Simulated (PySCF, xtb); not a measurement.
SiHF₃, SMILES [SiH](F)(F)F.

Harmonic wavenumbers (cm⁻¹) from GFN2-xTB (xtb 6.7.1) at its own minimum, in rising order: 211, 213, 300, 621, 623, 835, 947, 948, 2588.

Task: What does B3LYP-D3(BJ)/def2-SVP run with PySCF give at its own minimum? (Estimate from the structure and the level; the computed values follow.)

Result: 292, 292, 406, 835, 835, 842, 1004, 1004, 2375. Paired by order, the mean absolute difference is 114 cm⁻¹ and the zero-point energies are 10.4 and 11.3 kcal/mol.
